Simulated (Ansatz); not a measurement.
Reaction (formal exchange of groups at the Sn–O bond): `[SiH3][SiH2][O][SnH3]` + `C[SiH2]F` → `C[SiH](F)[SnH3]` + `O[SiH2][SiH3]`

Calculated with Ansatz (gas phase, PBE0-D4/def2-TZVP geometries, no zero-point term in ΔE). CCSD(T)/CBS is the MP2 limit (def2-TZVPP, def2-QZVPP) plus CCSD(T) − MP2 in def2-TZVPP, frozen cores. DFT in def2-TZVPP. B3LYP here is the variant with VWN-RPA as its local correlation; programs differ in this. Elements past krypton have def2 core potentials. For Sn outer-core shells are correlated without core-valence functions, which leaves a few kJ/mol of doubt a bond. One conformer a species, not always the lowest.

`[SiH3][SiH2][O][SnH3]`:

Z-matrix (Å, degrees):
```
Si
Si 1 2.342
H 1 1.489 2 111.0
H 1 1.489 2 111.0 3 -120.6
H 1 1.490 2 109.8 3 119.7
O 2 1.632 1 109.1 3 60.3
H 2 1.496 1 109.6 3 -61.7
H 2 1.496 1 109.6 3 -177.7
Sn 6 1.965 2 135.8 1 180.0
H 9 1.699 6 103.8 2 -179.8
H 9 1.704 6 106.6 2 60.4
H 9 1.704 6 106.6 2 -60.0
```

`C[SiH2]F`:

Cartesian coordinates in Å:
```
C -0.477 -0.448 0.736
Si 0.412 0.432 -0.631
F 0.983 -0.645 -1.674
H 0.194 -1.126 1.267
H -0.868 0.276 1.456
H -1.318 -1.028 0.347
H -0.498 1.334 -1.382
H 1.571 1.206 -0.118
```

`C[SiH](F)[SnH3]`:

Cartesian coordinates in Å:
```
C -1.786 -0.050 0.335
Si -0.199 0.893 0.110
F 0.129 1.685 1.473
Sn 1.791 -0.646 -0.419
H -1.696 -0.799 1.125
H -2.604 0.628 0.589
H -2.046 -0.565 -0.595
H -0.358 1.920 -0.955
H 1.989 -1.835 0.792
H 3.252 0.227 -0.553
H 1.527 -1.458 -1.901
```

`O[SiH2][SiH3]`:

Cartesian coordinates in Å:
```
O -0.478 -0.346 1.985
Si -0.422 0.653 0.669
Si 0.651 -0.343 -1.166
H -0.918 -1.191 1.883
H -1.792 1.069 0.246
H 0.319 1.858 1.117
H 0.624 0.579 -2.335
H -0.050 -1.602 -1.548
H 2.067 -0.677 -0.851
```

```csv
level,ΔE (kcal/mol),difference from CCSD(T)/CBS
PBE-D4,0.6,-5.0
r2SCAN-D4,3.8,-1.8
PBE0-D4,1.4,-4.2
B3LYP-D4,4.9,-0.7
ωB97X-V,5.4,-0.2
ωB97M-V,4.6,-1.0
B2PLYP,6.0,0.4
PBE,0.5,-5.1
r2SCAN,3.8,-1.8
PBE0,1.4,-4.2
B3LYP,4.8,-0.8
HF/def2-TZVPP,10.1,4.5
MP2/def2-TZVPP,6.2,0.6
SCS-MP2/def2-TZVPP,8.0,2.4
CCSD/def2-TZVPP,6.0,0.4
CCSD(T)/def2-TZVPP,5.8,0.2
HF/def2-QZVPP,10.8,5.2
MP2/def2-QZVPP,6.3,0.7
SCS-MP2/def2-QZVPP,8.0,2.4
HF/CBS(def2),10.9,5.3
MP2/CBS(def2),6.0,0.4
CCSD/CBS(def2),5.8,0.2
CCSD(T)/CBS,5.6,0
```

Largest T1 diagnostic among the species: 0.014.

In def2-TZVPP, CCSD(T) changes the Hartree–Fock value by −4.3 kcal/mol (the triples alone add −0.2 kcal/mol) and MP2 by −3.9 kcal/mol. From PBE to PBE0 (25 % exact exchange), in def2-TZVPP and without D4, ΔE moves by +0.8 kcal/mol.
